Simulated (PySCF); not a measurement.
Level of theory: PBE-D3(BJ)/def2-TZVP // r2SCAN-D4/def2-SVP (PySCF). All species are isolated molecules in the gas phase. 

Reference species: [Cd(Cl)2] (neutral, multiplicity 1).

```json
{
 "coordination_number": "2",
 "mean_distance_from_the_central_atom_to_its_bonded_neighbours": "2.276 Å",
 "charge on the central atom (Mulliken)": "0.74 e"
}
```

Changed species: [Cd(Cl)(Br)] (Y = Br; the reference has Y = Cl).

### Question
Give the shifts of the coordination number, mean distance from the central atom to its bonded neighbours and charge on the central atom (Mulliken).

### Answer
the coordination number is nearly the same; the mean distance from the central atom to its bonded neighbours goes up by 0.064 Å, to 2.340 Å; the charge on the central atom (Mulliken) drops by 0.04 e, to 0.70 e.
